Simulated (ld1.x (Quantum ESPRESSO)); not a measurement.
**u(r) = r·R(r): atom against pseudo-atom (Pr (Z = 59))**

Columns: radius, all-electron u(r) and pseudo u(r) of the 5p shell (level -21.47 eV) of praseodymium in the configuration [Kr] 4d10 4f3 5s2 5p6 5d0 6s2 6p0; PBE, scalar-relativistic, TM scheme, ld1.x (Quantum ESPRESSO) 7.5.

```json
{"r (bohr)": "0.202", "all-electron": "-0.2930", "pseudo": "-0.0282"}
{"r (bohr)": "0.405", "all-electron": "0.3105", "pseudo": "-0.1113"}
{"r (bohr)": "0.607", "all-electron": "0.3765", "pseudo": "-0.2413"}
{"r (bohr)": "0.810", "all-electron": "-0.0473", "pseudo": "-0.4066"}
{"r (bohr)": "1.012", "all-electron": "-0.4711", "pseudo": "-0.5827"}
{"r (bohr)": "1.215", "all-electron": "-0.7407", "pseudo": "-0.7380"}
{"r (bohr)": "1.418", "all-electron": "-0.8574", "pseudo": "-0.8355"}
{"r (bohr)": "1.620", "all-electron": "-0.8656", "pseudo": "-0.8554"}
{"r (bohr)": "1.822", "all-electron": "-0.8093", "pseudo": "-0.8077"}
{"r (bohr)": "2.025", "all-electron": "-0.7206", "pseudo": "-0.7206"}
{"r (bohr)": "2.228", "all-electron": "-0.6212", "pseudo": "-0.6212"}
{"r (bohr)": "2.430", "all-electron": "-0.5241", "pseudo": "-0.5241"}
{"r (bohr)": "2.632", "all-electron": "-0.4352", "pseudo": "-0.4352"}
{"r (bohr)": "2.835", "all-electron": "-0.3569", "pseudo": "-0.3569"}
{"r (bohr)": "3.037", "all-electron": "-0.2905", "pseudo": "-0.2905"}
{"r (bohr)": "3.240", "all-electron": "-0.2348", "pseudo": "-0.2348"}
{"r (bohr)": "3.442", "all-electron": "-0.1891", "pseudo": "-0.1891"}
{"r (bohr)": "3.645", "all-electron": "-0.1517", "pseudo": "-0.1517"}
{"r (bohr)": "3.847", "all-electron": "-0.1214", "pseudo": "-0.1214"}
{"r (bohr)": "4.050", "all-electron": "-0.0968", "pseudo": "-0.0968"}
{"r (bohr)": "4.252", "all-electron": "-0.0771", "pseudo": "-0.0771"}
{"r (bohr)": "4.455", "all-electron": "-0.0612", "pseudo": "-0.0612"}
{"r (bohr)": "4.658", "all-electron": "-0.0485", "pseudo": "-0.0485"}
{"r (bohr)": "4.860", "all-electron": "-0.0384", "pseudo": "-0.0384"}
{"r (bohr)": "5.062", "all-electron": "-0.0303", "pseudo": "-0.0303"}
{"r (bohr)": "5.265", "all-electron": "-0.0239", "pseudo": "-0.0239"}
```

Q: How many radial nodes do the two functions have?

A: The all-electron 5p function has n − l − 1 = 3 (the table is too coarse to show those close to the nucleus); the pseudo-wave has 0, since the states of the same l below it are removed with the core.

Q: At about which radius was the pseudo-wave matched?

A: 2.15 bohr, where the columns begin to agree (steps of 0.20 bohr).

Q: Where does each function peak?

A: Outermost all-electron maximum near 1.62 bohr, pseudo maximum near 1.62 bohr (to the table’s step).

Q: Is the pseudo-wave norm-conserving?

A: Yes: the TM scheme keeps the norm inside the radius equal to the all-electron one, which fixes the energy derivative of the logarithmic derivative at the level.
